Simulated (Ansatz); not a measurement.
C6H14O3 (`COCCOCCOC`). The species carries charge 0 and has multiplicity 1. All single points use the PBE0-D4/def2-TZVP geometry. It is one conformer, not always the lowest.

```xyz
23

C    -1.319   -0.944   -2.699
O    -0.855    0.247   -2.122
C     0.541    0.370   -2.106
C     1.267   -0.707   -1.313
O     0.730   -0.958   -0.043
C     0.728    0.150    0.820
C     0.343   -0.354    2.198
O     0.270    0.685    3.140
C    -0.954    1.372    3.132
H    -1.095   -1.819   -2.077
H    -0.889   -1.099   -3.699
H    -2.401   -0.853   -2.795
H     0.744    1.358   -1.686
H     0.950    0.360   -3.130
H     2.326   -0.410   -1.242
H     1.232   -1.663   -1.840
H     0.014    0.910    0.480
H     1.724    0.614    0.865
H     1.101   -1.056    2.551
H    -0.611   -0.896    2.130
H    -1.792    0.692    3.337
H    -1.147    1.879    2.178
H    -0.908    2.123    3.921
```

(1) What is the dipole moment at PBE/def2-TZVPP? (Best estimate.)

(2) And with r2SCAN, B3LYP, ωB97M-V? (Best estimate.)

(3) Give the Mulliken charges with PBE, ωB97M-V, B3LYP in def2-TZVPP. (Estimate.)

Answers

(1) Ansatz gave: 1.42 D, with components (0.03, -0.09, -1.41) D in this frame, pointing from negative to positive charge.

(2) Ansatz gave: r2SCAN 1.47 D, B3LYP 1.55 D, ωB97M-V 1.57 D.

(3) The calculation gave: 
```json
{"atom": "C1", "PBE": "-0.15", "ωB97M-V": "-0.19", "B3LYP": "-0.13"}
{"atom": "O2", "PBE": "-0.26", "ωB97M-V": "-0.30", "B3LYP": "-0.33"}
{"atom": "C3", "PBE": "0.02", "ωB97M-V": "-0.07", "B3LYP": "0.03"}
{"atom": "C4", "PBE": "-0.01", "ωB97M-V": "-0.09", "B3LYP": "0.01"}
{"atom": "O5", "PBE": "-0.26", "ωB97M-V": "-0.30", "B3LYP": "-0.33"}
{"atom": "C6", "PBE": "-0.03", "ωB97M-V": "-0.03", "B3LYP": "0.01"}
{"atom": "C7", "PBE": "0.05", "ωB97M-V": "-0.04", "B3LYP": "0.06"}
{"atom": "O8", "PBE": "-0.27", "ωB97M-V": "-0.31", "B3LYP": "-0.33"}
{"atom": "C9", "PBE": "-0.14", "ωB97M-V": "-0.17", "B3LYP": "-0.12"}
{"atom": "H10", "PBE": "0.09", "ωB97M-V": "0.12", "B3LYP": "0.10"}
{"atom": "H11", "PBE": "0.07", "ωB97M-V": "0.10", "B3LYP": "0.08"}
{"atom": "H12", "PBE": "0.11", "ωB97M-V": "0.13", "B3LYP": "0.11"}
{"atom": "H13", "PBE": "0.08", "ωB97M-V": "0.12", "B3LYP": "0.09"}
{"atom": "H14", "PBE": "0.05", "ωB97M-V": "0.10", "B3LYP": "0.06"}
{"atom": "H15", "PBE": "0.06", "ωB97M-V": "0.10", "B3LYP": "0.07"}
{"atom": "H16", "PBE": "0.08", "ωB97M-V": "0.12", "B3LYP": "0.09"}
{"atom": "H17", "PBE": "0.07", "ωB97M-V": "0.10", "B3LYP": "0.07"}
{"atom": "H18", "PBE": "0.05", "ωB97M-V": "0.10", "B3LYP": "0.06"}
{"atom": "H19", "PBE": "0.08", "ωB97M-V": "0.11", "B3LYP": "0.08"}
{"atom": "H20", "PBE": "0.04", "ωB97M-V": "0.09", "B3LYP": "0.05"}
{"atom": "H21", "PBE": "0.08", "ωB97M-V": "0.10", "B3LYP": "0.08"}
{"atom": "H22", "PBE": "0.08", "ωB97M-V": "0.10", "B3LYP": "0.08"}
{"atom": "H23", "PBE": "0.11", "ωB97M-V": "0.12", "B3LYP": "0.11"}
```

B3LYP here is the variant with VWN-RPA as its local correlation; programs differ in this.
